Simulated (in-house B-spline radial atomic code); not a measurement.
# Removing one electron from Cl⁵⁺

Closed shell [Ne] 3s2. Computed with an all-electron radial atomic-structure program (B-spline basis): Koopmans values of Dirac-Hartree-Fock plus a diagonal self-energy, in second order or with its direct term screened (direct RPA, with the hole-particle interaction, or full time-dependent Hartree-Fock), linearised in energy; no-pair Dirac-Coulomb Hamiltonian, finite nucleus. Shifts add to the Koopmans value (the ΔSCF shift is orbital relaxation alone); the final value takes TDHF screening with Breit and QED.

Command:
```bash
python run_mb.py task.json out
```
Settings (nuclear radius in fm, box in bohr, cutoff in hartree):
```
basis_form          2
Z                   17
core_configuration  [Ne] 3s2
rms_radius          3.3654
mass_number         35
speed_of_light      137.036
box_radius          10.79
lmax                7
intervals           63
virtual_cutoff      1156.0
```

Run time, properties included: 5.3 s on 1 thread of Arm Neoverse N1 (shared host).

Energies in eV:

| subshell | Koopmans | ΔSCF shift | second order | direct RPA | hole-particle | TDHF | Breit + QED | final |
| --- | --- | --- | --- | --- | --- | --- | --- | --- |
| 3s1/2 | 95.17 | -0.184 | ? | ? | ? | ? | ? | ? |

Task: What does the self-energy do to 3s1/2?

Result: It shifts the removal energy by 1.473 eV in second order, 0.814 with direct RPA, 0.979 with the hole-particle term and 1.301 with TDHF screening (quasi-particle weight 0.975); Breit and QED add -0.023 eV. The final value is 96.44 eV, against 96.94 ± 0.04 eV (NIST, semi-empirical). The mixing of s² with p² in the ground state is caught to low order only, which falls short in light ions.
